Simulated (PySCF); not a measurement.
# Basis and Hamiltonian dependence of the excitation energy of Pb⁺

Pb⁺ [Xe] 4f14 5d10 6s2 6p1 (2P) → Pb⁺ [Xe] 4f14 5d10 6s1 6p2 (4P). All values are computed (PySCF 2.14, energy differences of UHF-based or UKS calculations, no spin-orbit coupling). Values in eV.

```
                                                            basis    Hamiltonian  functions    UHF    PBE   PBE0  MP2 (valence)  CCSD(T) (valence)  CCSD(T) (valence and next inner shell)
                                         cc-pVTZ-PP with ECP60MDF            ECP         39  6.062  8.119  7.732          6.621                n/a                                     n/a
                                                     x2c-TZVPPall  spin-free X2C         83  6.041  8.087  7.692          6.593              6.771                                   7.524
          def2-QZVPPD with the def2 core potential (60 electrons)            ECP         88  6.033  8.106  7.716          6.649              6.807                                     n/a
                                                     ANO-RCC-VTZP  spin-free X2C         93  6.047  8.108  7.713          6.612              6.778                                   7.545
                                   aug-cc-pwCVTZ-PP with ECP60MDF            ECP         96  6.032  8.108  7.719          6.635              6.801                                     n/a
x2c-TZVPPall with one added diffuse shell each of s, p, d, f type  spin-free X2C         99  6.034  8.085  7.689          6.591              6.767                                   7.524
                                                     x2c-QZVPPall  spin-free X2C        142  6.010  8.089  7.689          6.624                n/a                                     n/a
```

Frozen in the all-electron rows: valence: [Xe] 4f14 5d10; valence and next inner shell: [Kr] 4d10 4f14; with a core potential, the same shells as far as they lie outside it.

Spin-orbit coupling is strong in these open shells (close to jj coupling), so the scalar numbers refer to model states.
